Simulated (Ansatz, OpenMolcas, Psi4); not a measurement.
## A ladder of methods for SnSe (SMILES [Se][Sn])

SnSe has 2 atoms, charge 0, and is taken as a singlet. SMILES: `[Se][Sn]`. Geometry: relaxed at PBE0-D4/def2-TZVP.

```jsonl
{"atom": "Se", "x (Å)": "0.0000", "y (Å)": "0.0000", "z (Å)": "0.0065"}
{"atom": "Sn", "x (Å)": "0.0000", "y (Å)": "0.0000", "z (Å)": "2.3318"}
```

Quantity: the electronic atomisation energy, in eV. The values are calculated. Electronic energies at fixed atoms, without zero-point motion or spin-orbit coupling.

| level | kind | program | value (eV) | less CCSD(T)/def2-TZVP | CPU time (all runs) |
| --- | --- | --- | --- | --- | --- |
| PBE/def2-TZVP (core potential) | GGA | Ansatz | 4.93 | +0.41 | 10 s |
| r2SCAN/def2-TZVP (core potential) | meta-GGA | OpenMolcas | 4.75 | +0.23 | 73 s |
| r2SCAN0/def2-TZVP (core potential) | hybrid meta-GGA | Ansatz | 4.45 | -0.07 | 22 s |
| wB97M-V/def2-TZVP (core potential) | range-separated hybrid | Ansatz | 4.44 | -0.08 | 72 s |
| B2PLYP/def2-TZVP (core potential) | double hybrid | Ansatz | 4.68 | +0.16 | 13 s |
| RPA@PBE/def2-TZVP (core potential) | RPA | Ansatz | 4.17 | -0.35 | 16 s |
| MP2/def2-TZVP (core potential) | perturbation theory | Psi4 | 4.69 | +0.17 | 19 s |
| CCSD(T)/def2-TZVP (core potential) | coupled cluster or CI | Ansatz | 4.52 | 0.00 | 15 s |
| FCI/STO-3G | exact in the basis | Ansatz | 5.60 | +1.08 | 2.4 s |

CCSD(T)/def2-TZVP (core potential) is the highest level here, not the true value. All-electron rows without a relativistic Hamiltonian named are non-relativistic, while core potentials hold scalar relativity, so basis and relativity change together. The values span 4.17 to 5.60 eV. High-level rows in very small sets aren't better than simpler rows in larger ones. In the correlated wave-function rows the outer d shell of Se, Sn is correlated, in sets not made for it. CPU times are rough (shared hosts, several kinds of processor and program).
